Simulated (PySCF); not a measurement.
Job file and geometry (Å, from GFN2-xTB) of an NMR shielding run on `[SiH3]N1CC[C@H](CC=C)C1`, C7H15NSi, GIAO PBE0/pcSseg-1 NMR shielding, non-relativistic, gas phase (PySCF); density fitting, a coarse starting grid and PySCF grid level 2 are the driver's defaults:

```
$ OMP_NUM_THREADS=1 python probes_run.py task.json out

{"job": {"kind": "nmr", "xc": "PBE0", "basis": "pcSseg-1"}, "charge": 0, "multiplicity": 1}
C      2.182826     1.439007    -0.835834
C      1.696404     0.722059     0.159624
C      1.779402    -0.768826     0.238108
C      0.398390    -1.443351     0.235060
C     -0.446297    -1.077622     1.470832
C     -1.587154    -0.198129     0.928579
N     -1.169709     0.180143    -0.397426
Si    -1.784302     1.497147    -1.294305
C     -0.460652    -0.948744    -0.937688
H      2.688637     0.982062    -1.671612
H      2.101768     2.512291    -0.860166
H      1.195292     1.213499     0.981293
H      2.355789    -1.144422    -0.610536
H      2.301780    -1.057655     1.155821
H      0.551538    -2.523982     0.173647
H      0.152040    -0.535643     2.201486
H     -0.841885    -1.968255     1.958347
H     -2.523047    -0.777606     0.896736
H     -1.763841     0.691863     1.534040
H     -1.937234     2.588688    -0.331260
H     -3.090416     1.259879    -1.939553
H     -0.787371     1.765642    -2.328809
H      0.133817    -0.646653    -1.799074
H     -1.157510    -1.741629    -1.252824
```

Question: Write the output of this run.

Answer: 
```
coarse grid: 19592 points
cycle   1  E = -619.3079220587  dE =  1.049e+00  |g| = 4.596e-01  |ddm| = 4.348e+00
cycle   2  E = -619.2822177476  dE =  2.570e-02  |g| = 5.807e-01  |ddm| = 1.050e+00
cycle   3  E = -619.3622401184  dE = -8.002e-02  |g| = 9.531e-02  |ddm| = 6.717e-01
cycle   4  E = -619.3638903990  dE = -1.650e-03  |g| = 3.584e-02  |ddm| = 1.101e-01
cycle   5  E = -619.3641782660  dE = -2.879e-04  |g| = 1.004e-02  |ddm| = 3.502e-02
cycle   6  E = -619.3641986049  dE = -2.034e-05  |g| = 4.359e-03  |ddm| = 1.026e-02
cycle   7  E = -619.3642032348  dE = -4.630e-06  |g| = 4.692e-04  |ddm| = 3.942e-03
final grid: 181960 points
cycle   8  E = -619.4183047806  dE = -7.775e-05  |g| = 9.397e-03  |ddm| = 4.704e-02
cycle   9  E = -619.4182907989  dE =  1.398e-05  |g| = 1.215e-02  |ddm| = 2.043e-02
cycle  10  E = -619.4183271678  dE = -3.637e-05  |g| = 1.648e-03  |ddm| = 1.260e-02
cycle  11  E = -619.4183277432  dE = -5.755e-07  |g| = 4.498e-04  |ddm| = 1.781e-03
cycle  12  E = -619.4183277871  dE = -4.389e-08  |g| = 1.215e-04  |ddm| = 4.081e-04
cycle  13  E = -619.4183277902  dE = -3.101e-09  |g| = 5.137e-05  |ddm| = 1.368e-04
cycle  14  E = -619.4183277909  dE = -6.251e-10  |g| = 9.611e-06  |ddm| = 5.255e-05
converged SCF energy = -619.4183277909

GIAO shielding tensors (ppm)
atom      isotropic    diamagn.    paramagn.     s11        s22        s33       span
  0 C       66.865     254.182    -187.318    -43.972     87.338    157.229    201.200
  1 C       42.278     257.781    -215.503    -85.798     43.719    168.912    254.709
  2 C      140.114     245.913    -105.798    134.642    136.998    148.703     14.061
  3 C      145.119     249.807    -104.688    125.566    150.453    159.339     33.773
  4 C      153.053     250.334     -97.281    121.670    163.844    173.646     51.976
  5 C      134.382     243.803    -109.421    100.233    130.896    172.016     71.783
  6 N      229.503     330.916    -101.413    181.139    251.779    255.591     74.453
  7 Si     407.429     881.554    -474.126    369.703    371.224    481.359    111.656
  8 C      130.597     246.360    -115.763    100.931    127.636    163.223     62.292
  9 H       26.408      31.583      -5.175     22.406     26.013     30.804      8.398
 10 H       26.632      31.018      -4.386     22.864     25.905     31.129      8.265
 11 H       25.584      34.205      -8.621     21.389     25.269     30.094      8.705
 12 H       29.672      31.749      -2.078     25.877     27.696     35.442      9.566
 13 H       29.473      30.013      -0.541     25.221     27.712     35.485     10.264
 14 H       29.514      32.625      -3.111     25.171     26.954     36.416     11.245
 15 H       30.098      32.236      -2.138     26.382     28.391     35.522      9.141
 16 H       29.721      30.682      -0.961     24.635     27.460     37.070     12.435
 17 H       28.777      29.199      -0.422     22.227     27.543     36.561     14.334
 18 H       28.492      30.853      -2.361     23.956     27.070     34.450     10.494
 19 H       27.238      30.625      -3.386     23.600     25.535     32.579      8.978
 20 H       27.143      29.050      -1.907     23.234     24.382     33.814     10.580
 21 H       27.260      31.132      -3.872     23.108     27.081     31.591      8.482
 22 H       28.984      33.235      -4.250     25.820     27.526     33.607      7.787
 23 H       28.910      30.793      -1.883     22.763     27.543     36.425     13.662
```

Question: Turn these shieldings into chemical shifts. δ = σ(ref) − σ, references computed at the same level: 13C (σref 186.93), 29Si (σref 349.16), 1H (σref 31.72) against TMS; 15N (σref 267.73) against NH3.

Answer: Averaging equivalent atoms: C 1: 144.6; C 0: 120.1; C 8: 56.3; C 5: 52.5; C 2: 46.8; C 3: 41.8; C 4: 33.9; N 6: 38.2; Si 7: -58.3; H 11: 6.13; H 9: 5.31; H 10: 5.08; H 19/20/21: 4.50; H 18: 3.23; H 17: 2.94; H 23: 2.81; H 22: 2.73; H 13: 2.24; H 14: 2.20; H 12: 2.05; H 16: 2.00; H 15: 1.62 ppm. Experimental scales use liquid or dissolved standards, which lie at an offset from isolated NH3 (liquid NH3: subtract about 20 ppm).

Size and cost of the density-fitted run: 235 basis functions, 110 s wall time on 1 thread of an Arm Neoverse N1, shared host; peak memory 1.1 GiB.
